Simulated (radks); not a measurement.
The numbers below are computed, except where a source is named.
Valence configurations of S (all share [Ne]). Code: a radial shooting solver on a logarithmic mesh with Libxc functionals. Model: scalar-relativistic Kohn-Sham, PBE, spin-polarised, spherical densities, finite nucleus; open shells are filled with parallel spins first; Fermi nuclear charge, rms radius 3.2611 fm. Energies are relative to 3s2 3p4; eigenvalues in eV for spin up.

valence      E (eV)  moment (Bohr magnetons)   e(3p)    e(3s)
3s2 3p4       0.000                        2  -7.689  -18.001
3s1.5 3p4.5   5.078                        2  -8.022  -18.440
3s1 3p5      10.161                        2  -8.356  -18.875
3s0.5 3p5.5  16.109                        1  -8.254  -18.766
3p6          21.590                        0  -8.076        -

NIST lists [Ne] 3s2 3p4 as the ground configuration; this level of theory agrees among the configurations tried. The energies are those of spherical high-spin densities, not of single terms.
